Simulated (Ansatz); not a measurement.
CH2Cl, charge -1, singlet, geometry from GFN2-xTB (a gas-phase anion, which may not be bound at this level); Ansatz (an electronic-structure program) with WB97X/6-311G**.

Input for Ansatz:
Ansatz 0.2 input:
```yaml
crystal:
  periodic: [false, false, false]
  atoms:
    - {symbol: C, position_ang: [0.00376299, 0.16217920, -1.24958859]}
    - {symbol: Cl, position_ang: [-0.00156201, 0.00018286, 0.61906895]}
    - {symbol: H, position_ang: [0.88406358, -0.49140260, -1.51109367]}
    - {symbol: H, position_ang: [-0.88008742, -0.48478128, -1.51554685]}
basis:
  gaussian:
    orbitals: 6-311G__.json
hamiltonian:
  xc: {name: wB97X}
total_charge: -1
```
The basis file holds 6-311G** in the JSON format of the Basis Set Exchange.

Output, abridged:

```
Functional definition: wB97X
468 factors; their error is unknown
114 factors; integrals over basis functions are off by at most 1.4e-5 eV
mean field evaluation 1: about -13589.8481 eV, gradient 2.1e1 eV
mean field evaluation 2: about -13590.5536 eV, gradient 1.4e1 eV
mean field evaluation 4: about -13590.9603 eV, gradient 5.8e-1 eV
mean field evaluation 8: about -13590.9649 eV, gradient 2.5e-2 eV
mean field evaluation 16: about -13590.9649 eV, gradient 5.1e-5 eV
mean field -13590.96492070 eV, -499.4587485487 hartree, gradient 5.1e-5 eV, S^2 0.000000; 0 other end points of the search recorded, 0 dependent functions left out
reference -13590.96489857 eV, -499.4587477357 hartree; 13, 13 occupied and 44, 44 virtual orbitals, 468 factors
Total energy: -13590.96489857 eV, -499.4587477357 hartree
```
